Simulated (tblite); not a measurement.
Species: C7H13BrO2.
SMILES with atom numbers: `[CH3:1][O:2][C@H:3]([CH2:4][C:5](=[O:6])[Br:7])[CH:8]([CH3:9])[CH3:10]` (hydrogens: H11, H12, H13 on C1; H14 on C3; H15, H16 on C4; H17 on C8; H18, H19, H20 on C9; H21, H22, H23 on C10)

Computed with GFN2-xTB (tblite), gas phase: L-BFGS steps from a force-field or distance-geometry start until the largest atomic force falls under 0.01 eV/Å.

Step 82: E = -920.6259 eV
```
atom  x, y, z in Å  |  force x, y, z in eV/Å
C1     -1.9272   -0.9321   -1.0323   -0.017  -0.017  -0.021
O2     -0.6053   -0.4697   -0.9274   -0.022   0.007   0.039
C3     -0.2235    0.0366    0.3267   -0.012   0.006   0.030
C4     -0.4431    1.5808    0.3759   -0.005  -0.013  -0.012
C5     -1.8796    1.8997    0.5587    0.016  -0.026  -0.017
O6     -2.5868    1.6344    1.4674   -0.042   0.004   0.005
Br7    -2.6599    2.9035   -0.9733    0.033  -0.016   0.058
C8      1.2614   -0.3129    0.5670    0.004   0.053  -0.037
C9      2.1406    0.2992   -0.5213    0.035   0.033  -0.023
C10     1.4386   -1.8307    0.6007   -0.021   0.039  -0.008
H11    -2.1066   -1.7932   -0.3775    0.023   0.024   0.022
H12    -2.0485   -1.2348   -2.0698   -0.032  -0.032  -0.028
H13    -2.6723   -0.1612   -0.8025    0.092   0.029   0.012
H14    -0.8285   -0.4163    1.1274    0.009  -0.033  -0.017
H15     0.0904    1.9708    1.2465   -0.005  -0.016  -0.003
H16    -0.0462    2.0231   -0.5345   -0.005  -0.002  -0.029
H17     1.5511    0.0989    1.5409   -0.025  -0.029  -0.016
H18     2.2030    1.3784   -0.4115    0.017   0.011  -0.014
H19     1.7315    0.0694   -1.5010   -0.020  -0.029   0.016
H20     3.1486   -0.1035   -0.4662   -0.003  -0.008   0.036
H21     2.4863   -2.0730    0.7638   -0.042  -0.027   0.006
H22     0.8498   -2.2797    1.3975    0.001   0.032   0.026
H23     1.1214   -2.2607   -0.3451    0.019   0.010  -0.026
```

Step 83: E = -920.6277 eV
```
atom  x, y, z in Å  |  force x, y, z in eV/Å
C1     -1.9324   -0.9292   -1.0352    0.005   0.001  -0.015
O2     -0.6051   -0.4842   -0.9275   -0.007   0.005   0.086
C3     -0.2262    0.0307    0.3237    0.051   0.056   0.047
C4     -0.4446    1.5767    0.3638   -0.020  -0.011   0.000
C5     -1.8798    1.8947    0.5609    0.011  -0.034  -0.002
O6     -2.5802    1.6196    1.4726   -0.022   0.012  -0.015
Br7    -2.6720    2.9154   -0.9527    0.030  -0.008   0.049
C8      1.2604   -0.3123    0.5667    0.021   0.014  -0.014
C9      2.1441    0.3020   -0.5179   -0.008   0.009   0.002
C10     1.4425   -1.8298    0.6027   -0.007   0.022  -0.014
H11    -2.1314   -1.7764   -0.3677    0.029   0.027   0.012
H12    -2.0483   -1.2436   -2.0690   -0.050  -0.052  -0.047
H13    -2.6635   -0.1412   -0.8235    0.056   0.034   0.015
H14    -0.8291   -0.4168    1.1306    0.018  -0.024  -0.061
H15     0.0952    1.9726    1.2293   -0.012  -0.031  -0.038
H16    -0.0555    2.0160   -0.5532   -0.024  -0.028   0.013
H17     1.5495    0.0980    1.5414   -0.048  -0.016  -0.011
H18     2.2115    1.3806   -0.4018    0.015  -0.003  -0.024
H19     1.7307    0.0763   -1.4966    0.007  -0.017   0.002
H20     3.1497   -0.1075   -0.4617   -0.016   0.005   0.019
H21     2.4896   -2.0690    0.7696   -0.006  -0.020   0.005
H22     0.8571   -2.2831    1.4001   -0.022   0.050   0.003
H23     1.1330   -2.2624   -0.3446   -0.001   0.011  -0.013
```

Q: Estimate the geometry and energy of step 84. (The exact step hangs on the optimiser's Hessian estimate; all steps are aligned on step 83, rigid shifts and turns removed.)

A: E = -920.6288 eV, largest force 0.094 eV/Å
```
atom  x, y, z in Å  |  force x, y, z in eV/Å
C1     -1.9360   -0.9272   -1.0367    0.015   0.010  -0.008
O2     -0.6045   -0.4954   -0.9247   -0.001   0.001   0.080
C3     -0.2265    0.0277    0.3234    0.063   0.062   0.033
C4     -0.4460    1.5740    0.3546   -0.017  -0.005   0.007
C5     -1.8801    1.8900    0.5618   -0.007  -0.033   0.014
O6     -2.5763    1.6062    1.4745   -0.004   0.017  -0.032
Br7    -2.6800    2.9271   -0.9364    0.031  -0.007   0.045
C8      1.2607   -0.3122    0.5670    0.023  -0.007   0.001
C9      2.1471    0.3038   -0.5149   -0.031  -0.007   0.015
C10     1.4447   -1.8295    0.6032    0.002   0.006  -0.007
H11    -2.1497   -1.7642   -0.3600    0.033   0.041  -0.003
H12    -2.0479   -1.2513   -2.0685   -0.052  -0.051  -0.027
H13    -2.6574   -0.1267   -0.8387    0.046   0.023   0.011
H14    -0.8289   -0.4159    1.1331    0.023  -0.021  -0.065
H15     0.0990    1.9751    1.2152   -0.018  -0.034  -0.054
H16    -0.0635    2.0108   -0.5673   -0.035  -0.046   0.037
H17     1.5486    0.0967    1.5422   -0.051  -0.005   0.002
H18     2.2145    1.3819   -0.3959    0.013   0.003  -0.031
H19     1.7340    0.0785   -1.4937    0.018  -0.010  -0.006
H20     3.1520   -0.1067   -0.4558   -0.017   0.006   0.010
H21     2.4918   -2.0679    0.7706    0.006  -0.014   0.003
H22     0.8621   -2.2855    1.4018   -0.029   0.065  -0.018
H23     1.1376   -2.2623   -0.3448   -0.011   0.008  -0.005
```

The energy changes by -0.0011 eV. The first-order estimate −F·Δx gives -0.0014 eV and the mean of the old and new forces, exact on a quadratic surface, -0.0011 eV. The step makes an angle of 83° with the force vector and moves no atom by more than 0.023 Å.

The cost below is that of the whole relaxation. Hardware: an Arm Neoverse V2 with one thread, no GPU, on a shared host. Cost: 1.3 s.
